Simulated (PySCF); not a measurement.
**SMILES N#C[C@H]1C[C@@H]1[GeH2][Br], C₄H₆BrGeN**

Molfile (atoms numbered from 1):
```
C4H6BrGeN
     RDKit          3D

 13 13  0  0  0  0  0  0  0  0999 V2000
   -2.4647    2.4207   -0.3149 N   0  0  0  0  0  0  0  0  0  0  0  0
   -1.4871    1.8264   -0.2792 C   0  0  0  0  0  0  0  0  0  0  0  0
   -0.2932    1.0596   -0.2232 C   0  0  1  0  0  0  0  0  0  0  0  0
    0.2632    0.6739    1.1183 C   0  0  0  0  0  0  0  0  0  0  0  0
   -0.3982   -0.3684    0.2727 C   0  0  2  0  0  0  0  0  0  0  0  0
    0.6402   -1.7849   -0.6146 Ge  0  0  0  0  0  4  0  0  0  0  0  0
    2.6817   -0.9123   -1.1095 Br  0  0  0  0  0  0  0  0  0  0  0  0
    0.4148    1.2894   -1.0151 H   0  0  0  0  0  0  0  0  0  0  0  0
    1.3420    0.6697    1.2108 H   0  0  0  0  0  0  0  0  0  0  0  0
   -0.2519    1.0186    2.0035 H   0  0  0  0  0  0  0  0  0  0  0  0
   -1.3889   -0.6753    0.5885 H   0  0  0  0  0  0  0  0  0  0  0  0
    0.8946   -2.9814    0.2723 H   0  0  0  0  0  0  0  0  0  0  0  0
    0.0431   -2.2355   -1.9275 H   0  0  0  0  0  0  0  0  0  0  0  0
  1  2  3  0
  2  3  1  0
  3  4  1  0
  4  5  1  0
  5  6  1  0
  6  7  1  0
  5  3  1  0
  3  8  1  6
  4  9  1  0
  4 10  1  0
  5 11  1  1
  6 12  1  0
  6 13  1  0
M  END
```

Level of theory: TDDFT B3LYP/def2-SVPD circular dichroism and optical rotation, one conformer, gas phase in PySCF. Geometry: GFN2-xTB.

The molecule is flexible and this is one conformer; a measurement averages over conformers. The calculation is non-relativistic, which matters for the atoms heavier than Zn. Singlets 4 and 5 lie within 0.01 eV of each other, so their separate moments and overlaps can depend on how they mix.

Draw the ECD and absorption spectra from the lowest 16 states, each a Gaussian of half-width 0.3 eV at 1/e height.


```csv
E (eV),λ (nm),Δε (L mol⁻¹ cm⁻¹),ε (L mol⁻¹ cm⁻¹)
5.67,219,+0.08,83
5.82,213,+0.34,374
5.97,208,+0.89,1040
6.12,203,+1.39,1760
6.27,198,+1.15,1860
6.42,193,-0.02,1270
6.57,189,-1.35,700
6.72,184,-1.26,687
6.87,180,+2.07,1480
7.02,177,+9.61,3140
7.17,173,+20.21,5110
7.32,169,+28.79,6760
7.47,166,+28.14,7850
7.62,163,+16.59,8100
7.77,160,+0.63,7910
```
Δε uses R in velocity form, ε uses f in length form. Only the states computed contribute, so the short-wavelength end is incomplete.
